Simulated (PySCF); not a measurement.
Level of theory: PBE-D3(BJ)/def2-TZVP // B3LYP-D3(BJ)/def2-TZVP (PySCF). All species are isolated molecules in the gas phase. One relaxed conformer stands for a flexible species; it need not be the lowest. Excitations are Tamm–Dancoff values on a coarser integration grid. The basis has no diffuse functions, so Rydberg states are missing or too high.

Reference species (SMILES): `CB(C)S` (C–B–S–H torsion 2°) (neutral, multiplicity 1).

The T1 excitation (TDA) comes out as 4.80 eV and the S1–T1 gap (TDA) is 1.41 eV.

Changed species: `B(S)(C)S` (S–B–S–H torsion -180°, S–B–S–H torsion 180°) (2 of 3 CH3 replaced by SH; the reference has 1 of 3 CH3 replaced by SH).

**Question.** Give the shifts of the T1 excitation (TDA) and S1–T1 gap (TDA).

**Answer.** the T1 excitation (TDA) falls by 0.41 eV, to 4.39 eV; the S1–T1 gap (TDA) falls by 0.38 eV, to 1.03 eV.
